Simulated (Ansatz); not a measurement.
Isolated molecules relaxed with PBE0-D4/def2-TZVP in Ansatz; ΔE leaves out vibrations. CBS: MP2 limit from def2 TZ/QZ plus the TZ coupled-cluster correction, frozen cores. This one scheme is used for every species. DFT in def2-TZVPP. B3LYP here is the variant with VWN-RPA as its local correlation; programs differ in this. Each species was taken in one conformer, which may not be the lowest.

Reaction (formal hydrolysis of the Si–F bond): `C[SiH2]C[SiH2]F` + H₂O → `C[SiH2]C[SiH2]O` + H–F

| level | ΔE (kJ/mol) | difference from CCSD(T)/CBS |
| --- | --- | --- |
| PBE-D4 | 45.2 | -2.0 |
| r2SCAN-D4 | 48.8 | 1.6 |
| PBE0-D4 | 44.9 | -2.3 |
| B3LYP-D4 | 47.9 | 0.7 |
| ωB97X-V | 48.5 | 1.3 |
| ωB97M-V | 47.9 | 0.7 |
| B2PLYP | 50.1 | 2.9 |
| PBE | 48.4 | 1.2 |
| r2SCAN | 49.7 | 2.5 |
| PBE0 | 47.7 | 0.5 |
| B3LYP | 52.9 | 5.7 |
| HF/def2-TZVPP | 55.5 | 8.3 |
| MP2/def2-TZVPP | 44.1 | -3.1 |
| SCS-MP2/def2-TZVPP | 47.0 | -0.2 |
| CCSD/def2-TZVPP | 47.2 | 0.0 |
| CCSD(T)/def2-TZVPP | 45.6 | -1.6 |
| HF/def2-QZVPP | 56.9 | 9.7 |
| MP2/def2-QZVPP | 45.5 | -1.7 |
| SCS-MP2/def2-QZVPP | 48.3 | 1.1 |
| HF/CBS(def2) | 57.1 | 9.9 |
| MP2/CBS(def2) | 45.6 | -1.6 |
| CCSD/CBS(def2) | 48.8 | 1.6 |
| CCSD(T)/CBS | 47.2 | 0 |

Largest T1 diagnostic among the species: 0.011.

The D4 term adds −5.0 kJ/mol with B3LYP and −2.9 kJ/mol with PBE0; it sums over pairs of atoms, weighted by their polarisabilities, and B3LYP, whose exchange is more repulsive, gets the larger term. In def2-TZVPP, CCSD(T) changes the Hartree–Fock value by −9.8 kJ/mol (the triples alone add −1.6 kJ/mol) and MP2 by −11.4 kJ/mol.

CCSD(T)/CBS has its own doubt, a few kJ/mol and more with outer-core shells, so smaller differences from it don't rank the levels.
